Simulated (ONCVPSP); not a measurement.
## Which change was made? (Al, ONCV)

- Element: Al (Z = 13)
- Generator: ONCVPSP 4.0.1
- Type: optimised norm-conserving Vanderbilt (ONCV)
- Functional: PBE
- Relativity: scalar-relativistic
- Frozen core: [Ne]
- Valence charge: 3
- Reference configuration: 3s2 3p0.5 (charge +0.5)
- Partial waves: 3s: rc 2.00 bohr, ncon 4, nbas 7, qcut 3.9 1/bohr, 2 projectors, debl 1.2 Ha; 3p: rc 2.40 bohr, ncon 5, nbas 8, qcut 3.3 1/bohr, 2 projectors, debl 0.5 Ha; d scattering state at 0.11 Ha: rc 2.35 bohr, ncon 3, nbas 8, qcut 4.3 1/bohr, 2 projectors, debl 1.9 Ha
- Local potential: polynomial inside 1.40 bohr (lpopt 4, dvloc0 6 Ha)
- Core correction: polynomial model core, fcfact 0.75

Cutoffs, loose and tight: the cutoffs (Ha) at which the residual kinetic energy of the hardest occupied pseudo-wave falls to 1 and 0.1 mHa per electron. They do not see the model core or the augmentation charge, which bear on the density cutoff. Test errors are all-electron minus pseudo excitation energies from the reference, over the configurations 3s2 3p1; 3s2 3p0; 3s1 3p0; 3s0 3p3; variants that change the core or the reference have their own tests.

The base gives: outcome: generated; cutoff, loose: 5.8 Ha; cutoff, tight: 7.8 Ha; bound ghosts: none; GHOST(+) flags above zero: p; largest test error (meV): +7.8.

**Question.** After one change the result is: outcome: generated; cutoff, loose: 5.5 Ha; cutoff, tight: 7.3 Ha; bound ghosts: none; GHOST(+) flags above zero: none; largest test error (meV): -6.3. Which change was it?
A. all radii but the core radius scaled by about 1.11 (s 2.22, p 2.66, d 2.60 bohr); local potential polynomial inside 1.56 bohr (lpopt 4, dvloc0 6 Ha)
B. all radii but the core radius scaled by about 0.80 (s 1.60, p 1.92, d 1.88 bohr); local potential polynomial inside 1.12 bohr (lpopt 4, dvloc0 6 Ha)
C. all radii but the core radius scaled by about 1.29 (s 2.58, p 3.10, d 3.04 bohr); local potential polynomial inside 1.80 bohr (lpopt 4, dvloc0 6 Ha)

**Answer.** A. The others give: all radii but the core radius scaled by about 1.29 (s 2.58, p 3.10, d 3.04 bohr); local potential polynomial inside 1.80 bohr (lpopt 4, dvloc0 6 Ha) → outcome: generated; cutoff, loose: 4.9 Ha; cutoff, tight: 6.4 Ha; bound ghosts: none; GHOST(+) flags above zero: none; largest test error (meV): -19 | all radii but the core radius scaled by about 0.80 (s 1.60, p 1.92, d 1.88 bohr); local potential polynomial inside 1.12 bohr (lpopt 4, dvloc0 6 Ha) → outcome: generated; cutoff, loose: 5.7 Ha; cutoff, tight: 42 Ha; bound ghosts: s, p; GHOST(+) flags above zero: none; largest test error (meV): +4.6.
